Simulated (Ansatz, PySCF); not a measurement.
Species: C3H5O2, charge 0, multiplicity 2. It need not be the lowest isomer of its formula. SMILES: C[CH]OC=O
Geometry from a B3LYP-D3(BJ)/def2-TZVP (Ansatz, an electronic-structure program) optimisation:
```
C
O 1 1.3735
C 2 1.3557 1 119.07
O 3 1.1967 2 125.61 1 1.13
H 1 1.0782 2 116.53 3 -8.06
H 3 1.0955 4 125.86 2 179.98
C 1 1.4741 5 126.00 2 161.96
H 7 1.0897 1 110.02 5 25.96
H 7 1.0939 8 108.52 1 -122.11
H 7 1.0995 8 107.74 9 -115.36
```
Charge 0, spin multiplicity 2.

Property: atomisation energy (electronic, to ground-state atoms), in eV. Valence correlation only, unless marked. UHF or UKS for open shells. Spin-orbit coupling is left out. No relativistic terms. The coupled-cluster limit lacks core correlation, which all-electron functionals hold. CBS marks a two-point X^-3 extrapolation of the correlation energy; Hartree-Fock from the larger set. [CCSD(T)-MP2]/basis is that difference in the basis named.

```csv
level,program,atomisation energy (eV)
HF-D3(BJ)/def2-TZVPD,PySCF + dftd3,31.31
SVWN5/def2-TZVPD,Ansatz,49.82
PBE-D4/def2-TZVPD,Ansatz + dftd4,44.08
PBE0/STO-3G,Ansatz,47.12
```

Task: What does RI-MP2/CBS(cc-pVTZ,cc-pVQZ)+[CCSD(T)-MP2]/cc-pVTZ (Ansatz) give?

Result: 42.34 eV, so PBE0/STO-3G differs from it by 4.78 eV.
